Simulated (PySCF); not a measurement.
# Atomic charges by several schemes

C7H11NOSi.
Numbering: `[CH3:1][CH2:2][C:3]1=[CH:4][C:5]([NH:6][CH:7]=[O:8])=[CH:9][SiH2:10]1` (hydrogens: H11, H12, H13 on C1; H14, H15 on C2; H16 on C4; H17 on N6; H18 on C7; H19 on C9; H20, H21 on Si10)

Geometry (GFN2-xTB, Å), atoms numbered from 1 in this order:
```
atom  x, y, z in Å
C1    -2.6211    0.8429    0.8902
C2    -2.1249    0.7366   -0.5472
C3    -0.7144    0.2684   -0.6952
C4     0.1174   -0.0509    0.3056
C5     1.4540   -0.4841   -0.0931
N6     2.4178   -0.8461    0.8520
C7     2.3301   -0.8678    2.2046
O8     1.3830   -0.5760    2.8866
C9     1.7110   -0.5169   -1.4152
Si10   0.1844    0.0330   -2.3496
H11   -2.5743   -0.1249    1.3833
H12   -2.0139    1.5474    1.4533
H13   -3.6529    1.1880    0.9044
H14   -2.7720    0.0518   -1.1055
H15   -2.2133    1.7129   -1.0356
H16   -0.1245   -0.0113    1.3535
H17    3.3001   -1.1275    0.4452
H18    3.2894   -1.2061    2.6470
H19    2.6672   -0.8229   -1.8062
H20    0.3577    1.2824   -3.0929
H21   -0.4097   -1.0120   -3.1856
```

Density: PBE0/pcSseg-1 (PySCF); schemes: Mulliken, IAO, Hirshfeld and ESP-fitted. Isolated species at its GFN2-xTB geometry (one conformer only).

**Question.** What partial charge does each atom carry?

**Answer.** In e:

```json
{"atom": "C1", "environment": "methyl carbon", "Mulliken": "-0.281", "IAO": "-0.420", "Hirshfeld": "-0.115", "ESP-fitted": "-0.292"}
{"atom": "C2", "environment": "allylic carbon", "Mulliken": "-0.158", "IAO": "-0.251", "Hirshfeld": "-0.067", "ESP-fitted": "+0.116"}
{"atom": "C3", "environment": "fully substituted alkene carbon", "Mulliken": "-0.477", "IAO": "-0.234", "Hirshfeld": "-0.071", "ESP-fitted": "-0.291"}
{"atom": "C4", "environment": "alkene CH carbon", "Mulliken": "-0.046", "IAO": "-0.182", "Hirshfeld": "-0.064", "ESP-fitted": "-0.037"}
{"atom": "C5", "environment": "vinylic carbon bearing nitrogen", "Mulliken": "+0.137", "IAO": "+0.124", "Hirshfeld": "+0.053", "ESP-fitted": "+0.263"}
{"atom": "N6", "environment": "amide nitrogen", "Mulliken": "-0.498", "IAO": "-0.299", "Hirshfeld": "-0.081", "ESP-fitted": "-0.476"}
{"atom": "C7", "environment": "amide carbonyl carbon", "Mulliken": "+0.410", "IAO": "+0.308", "Hirshfeld": "+0.142", "ESP-fitted": "+0.529"}
{"atom": "O8", "environment": "amide oxygen", "Mulliken": "-0.419", "IAO": "-0.463", "Hirshfeld": "-0.255", "ESP-fitted": "-0.520"}
{"atom": "C9", "environment": "alkene CH carbon", "Mulliken": "-0.383", "IAO": "-0.519", "Hirshfeld": "-0.195", "ESP-fitted": "-0.618"}
{"atom": "Si10", "environment": "SiH2 silicon", "Mulliken": "+0.762", "IAO": "+0.745", "Hirshfeld": "+0.326", "ESP-fitted": "+0.500"}
{"atom": "H11", "environment": "methyl hydrogen", "Mulliken": "+0.123", "IAO": "+0.143", "Hirshfeld": "+0.042", "ESP-fitted": "+0.080"}
{"atom": "H12", "environment": "methyl hydrogen", "Mulliken": "+0.123", "IAO": "+0.143", "Hirshfeld": "+0.042", "ESP-fitted": "+0.082"}
{"atom": "H13", "environment": "methyl hydrogen", "Mulliken": "+0.119", "IAO": "+0.142", "Hirshfeld": "+0.042", "ESP-fitted": "+0.073"}
{"atom": "H14", "environment": "methylene hydrogen", "Mulliken": "+0.132", "IAO": "+0.144", "Hirshfeld": "+0.042", "ESP-fitted": "+0.032"}
{"atom": "H15", "environment": "methylene hydrogen", "Mulliken": "+0.132", "IAO": "+0.144", "Hirshfeld": "+0.042", "ESP-fitted": "+0.030"}
{"atom": "H16", "environment": "vinylic hydrogen", "Mulliken": "+0.126", "IAO": "+0.174", "Hirshfeld": "+0.035", "ESP-fitted": "+0.168"}
{"atom": "H17", "environment": "amide N–H hydrogen", "Mulliken": "+0.199", "IAO": "+0.283", "Hirshfeld": "+0.144", "ESP-fitted": "+0.314"}
{"atom": "H18", "environment": "formyl hydrogen", "Mulliken": "+0.076", "IAO": "+0.103", "Hirshfeld": "+0.047", "ESP-fitted": "+0.007"}
{"atom": "H19", "environment": "vinylic hydrogen", "Mulliken": "+0.086", "IAO": "+0.144", "Hirshfeld": "+0.032", "ESP-fitted": "+0.222"}
{"atom": "H20", "environment": "Si–H hydrogen", "Mulliken": "-0.081", "IAO": "-0.114", "Hirshfeld": "-0.071", "ESP-fitted": "-0.090"}
{"atom": "H21", "environment": "Si–H hydrogen", "Mulliken": "-0.081", "IAO": "-0.114", "Hirshfeld": "-0.071", "ESP-fitted": "-0.091"}
```

Mean size of the charges over all atoms: IAO 0.247 e, Mulliken 0.231 e, ESP-fitted 0.230 e, Hirshfeld 0.094 e. Each set sums to the total charge, 0, to within 0.001 e. The Hirshfeld scheme weights the molecular density at each point by an atom's share of the summed free-atom densities. The Mulliken scheme gives each basis function's population to the atom it is centred on and halves the overlap population of two atoms between them.

Lowest charge. The schemes don't all agree: Mulliken N6 (-0.498); IAO C9 (-0.519); Hirshfeld O8 (-0.255); ESP-fitted C9 (-0.618).

Highest charge. The schemes don't all agree: Mulliken Si10 (+0.762); IAO Si10 (+0.745); Hirshfeld Si10 (+0.326); ESP-fitted C7 (+0.529).

**Question.** Sum the charges by element, for elements with more than one atom.

**Answer.** 
```csv
element,atoms,Mulliken,IAO,Hirshfeld,ESP-fitted
C,7,-0.798,-1.174,-0.317,-0.330
H,11,+0.953,+1.191,+0.327,+0.826
```

**Question.** How closely do the schemes follow one another over all atoms?

**Answer.** Correlation coefficient and root-mean-square difference: IAO with Hirshfeld 0.97, 0.180 e; Mulliken with IAO 0.95, 0.096 e; Mulliken with Hirshfeld 0.92, 0.190 e; Mulliken with ESP-fitted 0.91, 0.127 e; IAO with ESP-fitted 0.89, 0.139 e; Hirshfeld with ESP-fitted 0.89, 0.199 e.
